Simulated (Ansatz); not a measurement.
Cost and result for the atomization energy of CH$_{4}$Cl$_{2}$OSeSi (`CO[Si](Cl)(Cl)[SeH]`) (10 atoms, 9 bonds).

Z-matrix (Å, degrees):
```
C
O 1 1.417
H 1 1.090 2 107.5
H 1 1.094 2 111.2 3 119.5
H 1 1.093 2 110.6 3 -119.2
Si 2 1.615 1 125.6 3 -174.2
Cl 6 2.029 2 106.1 1 -171.9
Cl 6 2.046 2 111.3 1 -54.5
Se 6 2.261 2 108.7 1 66.3
H 9 1.468 6 92.1 2 -157.5
```

The species carries charge 0 and has multiplicity 1. Correlated methods include outer-core shells of Se, which these sets cover unevenly. Scalar relativity is left out up to krypton. Geometry: relaxed with PBE0-D4/def2-TZVP. It is one conformer, not always the lowest. Program: Ansatz. All runs use 2 threads of an AMD EPYC 7R13 on a shared host and a share of an NVIDIA H100 80 GB. Times are those of one run each, without the atoms' runs, and a repeat can differ threefold. Electronic energies, without spin–orbit coupling; frozen cores. CCSD(T)/CBS adds CCSD(T) − MP2 in def2-TZVPP to the MP2 limit, and its time is that of the two runs behind it. T1 = 0.010. With those shells the extrapolation isn't a true limit. B3LYP takes the VWN-RPA correlation (the form of Gaussian; ORCA's B3LYP/G).

CCSD(T)/CBS is a level of theory with its own doubt, some kJ/mol a heavy atom from the limit and from the frozen cores, so smaller differences don't rank the functionals.

```json
{"level": "PBE-D4/def2-TZVPP (with forces)", "functions": "292", "wall time": "5.5 s", "atomization (kJ/mol)": "3600.2", "difference from CCSD(T)/CBS": "45.6", "per bond": "5.1"}
{"level": "PBE0-D4/def2-TZVPP", "functions": "292", "wall time": "5.5 s", "atomization (kJ/mol)": "3538.4", "difference from CCSD(T)/CBS": "-16.2", "per bond": "-1.8"}
{"level": "r2SCAN-D4/def2-TZVPP (with forces)", "functions": "292", "wall time": "6 s", "atomization (kJ/mol)": "3561.6", "difference from CCSD(T)/CBS": "7.0", "per bond": "0.8"}
{"level": "B3LYP-D4/def2-TZVPP (with forces)", "functions": "292", "wall time": "7.5 s", "atomization (kJ/mol)": "3508.4", "difference from CCSD(T)/CBS": "-46.2", "per bond": "-5.1"}
{"level": "B2PLYP/def2-TZVPP", "functions": "292", "wall time": "8.5 s", "atomization (kJ/mol)": "3472.9", "difference from CCSD(T)/CBS": "-81.7", "per bond": "-9.1"}
{"level": "ωB97X-V/def2-TZVPP", "functions": "292", "wall time": "8.5 s", "atomization (kJ/mol)": "3554.9", "difference from CCSD(T)/CBS": "0.3", "per bond": "0.0"}
{"level": "MP2/def2-QZVPP", "functions": "533", "wall time": "9.5 s", "atomization (kJ/mol)": "3603.5", "difference from CCSD(T)/CBS": "48.9", "per bond": "5.4"}
{"level": "ωB97M-V/def2-TZVPP (with forces)", "functions": "292", "wall time": "15 s", "atomization (kJ/mol)": "3549.6", "difference from CCSD(T)/CBS": "-5.0", "per bond": "-0.5"}
{"level": "CCSD(T)/def2-TZVPP", "functions": "292", "wall time": "16 s", "atomization (kJ/mol)": "3434.1", "difference from CCSD(T)/CBS": "-120.5", "per bond": "-13.4"}
{"level": "CCSD(T)/CBS(def2)", "functions": "–", "wall time": "25 s", "atomization (kJ/mol)": "3554.6", "difference from CCSD(T)/CBS": "0.0", "per bond": "0.0"}
```

In def2-TZVPP, CCSD(T) changes the Hartree–Fock value by +898.9 kJ/mol (the triples alone add +65.7 kJ/mol) and MP2 by +997.4 kJ/mol; breaking electron pairs costs correlation energy, which Hartree–Fock lacks. From PBE to PBE0 (25 % exact exchange), in def2-TZVPP and without D4, the atomization energy moves by −56.9 kJ/mol: exact exchange takes away binding that semilocal exchange gives to molecules. The D4 term adds +58.8 kJ/mol with B3LYP and +31.1 kJ/mol with PBE0; it sums over pairs of atoms, weighted by their polarisabilities, and B3LYP, whose exchange is more repulsive, gets the larger term.
